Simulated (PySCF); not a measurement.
Electrostatic solvation of a mixed set.

Level: PBE0/pcSseg-1 in PySCF, non-relativistic, each on one gas-phase PBE0-D3(BJ)/def2-SVP geometry that isn't relaxed in the solvent. The solvent is an IEF-PCM continuum (Bondi radii, 1.10 Å for H, scaled by 1.2). The model holds no explicit solvent molecules, cavitation or dispersion.

Task: Order them by E(solvent) − E(gas) in tetrahydrofuran (ε = 7.426), most negative first (kcal/mol).
A. `[CH2:1]=[CH:2][CH:3]1[CH2:4][CH2:5][CH2:6][CH2:7][CH2:8]1` with C1–C2–C3–C4 -118°, C2–C3–C4–C5 -178°, C3–C4–C5–C6 55°, C4–C5–C6–C7 -55°, C5–C6–C7–C8 55°
B. `[F:1][C:2]1=[CH:3][CH2:4][P@H+:5]([B-:6]([F:7])([F:8])[F:9])[CH2:10]1` with C2–C3–C4–P5 -11°, C3–C4–P5–B6 136°, C4–P5–C10–C2 -14°, F1–C2–C10–P5 -172°
C. bicyclo[2.2.2]octane (`C1CC2CCC1CC2`)

Result: B (-8.7), A (-1.3), C (-0.5).

| SMILES | charge | ΔE (kcal/mol) | polarisation term (kcal/mol) | HOMO shift (eV) | dipole gas (D) | dipole solvent (D) | atoms |
| --- | --- | --- | --- | --- | --- | --- | --- |
| FC1=CC[P@H+]([B-](F)(F)F)C1 | 0 | -8.7 | -9.7 | +0.50 | 4.95 | 5.73 | 16 |
| C=CC1CCCCC1 | 0 | -1.3 | -1.4 | -0.02 | 0.45 | 0.60 | 22 |
| C1CC2CCC1CC2 | 0 | -0.5 | -0.5 | +0.10 | 0.00 | 0.00 | 22 |

The polarisation term is half the interaction of the solute with the induced surface charges.
